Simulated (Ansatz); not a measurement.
Born–Oppenheimer molecular dynamics of AlF₂H₃S (7 atoms, charge 0, multiplicity 1). It starts at the highest image of a converged band, a first-order saddle point between two minima.

These are results of RKS r2SCANh-D4/def2-SVP (Ansatz), not measurements.

| Item | Value |
| --- | --- |
| ensemble | NVE (velocity Verlet) |
| time step | 0.5 fs |
| steps asked | 200 |
| starting velocities drawn for | 300 K |
| seed | 11201 |

First frame:

```xyz
7
Properties=species:S:1:pos:R:3
Al -0.539 0.551 0.228
H 0.334 0.863 -1.181
F -0.450 1.788 1.321
F -1.968 -0.223 -0.091
H 0.974 0.009 -0.683
S 1.185 -1.025 0.529
H 0.463 -1.963 -0.123
```

(1) How far do the bonds stretch over the last three quarters of this one trajectory? (Pairs bonded in most of those frames.)

## Answers

(1) 
```
  bond  mean (Å)  spread (Å)  shortest  longest
Al1–H2     1.569       0.028      1.53     1.61
Al1–F3     1.664       0.015      1.63     1.69
Al1–F4     1.665       0.015      1.64     1.69
 H5–S6     1.356       0.040      1.30     1.42
 S6–H7     1.350       0.006      1.34     1.36
```

Mean temperature of the second half: 446 K. The conserved energy stayed within 0.076 meV per atom of its start (net change -0.032 meV per atom), so the integration is sound. The kinetic energy rose, since the run started high on the potential surface and went downhill. It ends in pieces (AlF2H + H2S), so much of that is their flight and rotation, not heat. A run of 0.1 ps of so small a system gives no equilibrium averages. The orbitals stay closed-shell, which can raise the energy where a bond breaks towards radicals; this wasn't checked here.

The run took 4.5 min on 2 threads of Intel(R) Xeon(R) Platinum 8488C (Sapphire Rapids), with other jobs on the host, peak memory 0.19 GiB.
